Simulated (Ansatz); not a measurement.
Geometry optimisation, RKS PBE0-D4/def2-SVP in Ansatz.

The input (input.yaml):

```yaml
crystal:
  periodic: [false, false, false]
  atoms:
    - { symbol: B, position_ang: [-0.044525, 0.449137, -0.473283] }
    - { symbol: F, position_ang: [-0.018221, -0.176577, 1.977959] }
    - { symbol: "N", position_ang: [1.26857, 0.095702, -0.773283] }
    - { symbol: H, position_ang: [1.520315, -0.815572, -1.125561] }
    - { symbol: H, position_ang: [2.044123, 0.713086, -0.576114] }
    - { symbol: Cl, position_ang: [-1.378213, -0.648153, -0.91621] }
    - { symbol: O, position_ang: [-0.32246, 1.70974, 0.041775] }
    - { symbol: Si, position_ang: [-1.712322, 2.622247, 0.243949] }
    - { symbol: H, position_ang: [-2.909557, 1.923266, -0.295568] }
    - { symbol: H, position_ang: [-1.87497, 2.870309, 1.706557] }
    - { symbol: H, position_ang: [-1.51223, 3.923556, -0.454079] }
    - { symbol: H, position_ang: [0.170591, 0.726358, 1.952359] }
basis:
  gaussian: { orbitals: def2-SVP }
hamiltonian:
  xc: pbe0
  dispersion: d4
relax:
  f_tol: 0.03
  max_steps: 50
```

Launched with:

```bash
$ ansatz run input.yaml --threads 4 --pin off --max-ram 5120MiB --backend cpu --events-out ev --progress --plain --runs-dir out
```

**Question.** Where does it end, and by what steps?

**Answer.** It converged. After 20 steps the energy has fallen by 0.371 eV; Cl6 moved furthest, 1.88 Å.

| step | energy less start (eV) | largest force component (eV/Å) | accepted |
| --- | --- | --- | --- |
| 0 | 0.0000 | 0.673 | yes |
| 1 | -0.0164 | 2.280 | yes |
| 2 | -0.0594 | 1.931 | yes |
| 3 | -0.1188 | 0.857 | yes |
| 4 | -0.1372 | 0.249 | yes |
| 5 | -0.1467 | 0.090 | yes |
| 6 | -0.1511 | 0.050 | yes |
| 7 | -0.1564 | 0.256 | yes |
| 8 | -0.1610 | 0.250 | yes |
| 9 | -0.1721 | 0.377 | yes |
| 10 | -0.1841 | 0.603 | yes |
| 11 | -0.2099 | 0.652 | yes |
| 12 | -0.2510 | 0.557 | yes |
| 13 | -0.2912 | 0.516 | yes |
| 14 | -0.3414 | 0.196 | yes |
| 15 | -0.3584 | 0.435 | yes |
| 16 | -0.3671 | 0.130 | yes |
| 17 | -0.3689 | 0.064 | yes |
| 18 | -0.3699 | 0.153 | yes |
| 19 | -0.3705 | 0.066 | yes |
| 20 | -0.3708 | 0.010 | yes |

```xyz
12
Properties=species:S:1:pos:R:3
B -0.092 0.556 -0.687
F 1.153 0.714 2.175
N 1.026 -0.242 -0.507
H 1.415 -0.827 -1.232
H 1.499 -0.253 0.393
Cl -0.952 0.606 -2.252
O -0.573 1.338 0.345
Si -1.905 2.389 0.333
H -3.155 1.628 0.066
H -1.930 2.969 1.702
H -1.702 3.458 -0.682
H 0.447 1.057 1.654
```

Whether the end is a true minimum wasn't checked by a vibrational analysis.

Time of the run: 48 s on 4 threads of Arm Neoverse V2 (shared host), peak memory 0.31 GiB.
